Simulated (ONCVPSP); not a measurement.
magnesium: one change to an ONCV potential, before and after

- Element: magnesium
- Generator: ONCVPSP 4.0.1
- Type: optimised norm-conserving Vanderbilt (ONCV)
- Functional: LDA (Perdew-Zunger)
- Relativity: scalar-relativistic
- Frozen core: [Ne]
- Valence charge: 2
- Reference configuration: 3s1 (charge +1)
- Partial waves: 3s: rc 2.00 bohr, ncon 3, nbas 7, qcut 3.5 1/bohr, 2 projectors, debl 2.1 Ha; p scattering state at 0.08 Ha: rc 2.10 bohr, ncon 4, nbas 9, qcut 3.6 1/bohr, 3 projectors, debl 3.7 Ha; d scattering state at 0.03 Ha: rc 1.60 bohr, ncon 4, nbas 8, qcut 5.1 1/bohr, 2 projectors, debl 3.4 Ha
- Local potential: polynomial inside 1.10 bohr (lpopt 1, dvloc0 1 Ha)
- Core correction: polynomial model core, fcfact 0.65

In the p channel the program set the typed energies aside and used 0.050, 3.750, 7.450 Ha.

All-electron outer shells of the reference configuration (LDA (Perdew-Zunger), scalar-relativistic, ld1.x):

```tsv
shell	level (eV)	outermost node (bohr)	outermost maximum (bohr)
2p	-55.81	–	0.48
3s	-11.53	0.90	2.35
```

Change: all radii but the core radius scaled by about 1.25 (s 2.50, p 2.64, d 2.00 bohr); local potential polynomial inside 1.38 bohr (lpopt 1, dvloc0 1 Ha).

Cutoffs: the cutoffs (Ha) at which the residual kinetic energy of the hardest occupied pseudo-wave falls to 1 and 0.1 mHa per electron; they do not see the model core or the augmentation charge, which bear on the density cutoff. Errors are all-electron minus pseudo energies relative to the spin-unpolarised reference configuration.

Question: Predict the effect on cutoff, ghosts and configuration errors.

Answer: The potential gets softer (4.4 Ha and 5.8 Ha → 3.9 Ha and 5.1 Ha); of the 4 tests that both files solve, the error grows in 2 and shrinks in 1 by more than 15 % and 0.3 meV (median size 2.2 → 1.7 meV); neither file shows a bound ghost. A larger radius leaves more room for a smooth pseudo-wave, so fewer plane waves are needed.

| quantity | base | changed |
| --- | --- | --- |
| cutoff, loose | 4.4 Ha | 3.9 Ha |
| cutoff, tight | 5.8 Ha | 5.1 Ha |
| bound ghosts | none | none |
| GHOST(+) flags under 300 eV | s at 84.3 eV | s at 103.3 eV |
| error for 3s2, meV [ΔE -8.07 eV] | -0.5 | -2.5 |
| error for 3s1.5, meV [ΔE -4.88 eV] | -0.2 | -1.0 |
| error for 3s1 3p1, meV [ΔE -4.55 eV] | +9.3 | +9.3 |
| error for 3s0 3p1, meV [ΔE 4.39 eV] | +3.8 | +0.5 |
| rms error of d²Exc/dni dnj with the model core, mHa | 0.66 | 0.29 |

Base: The cutoffs count occupied waves only; projector 3 of the p channel, the hardest unoccupied one, needs 87 Ha at the loose tolerance. Changed file: The cutoffs count occupied waves only; projector 2 of the d channel, the hardest unoccupied one, needs 44 Ha at the loose tolerance.
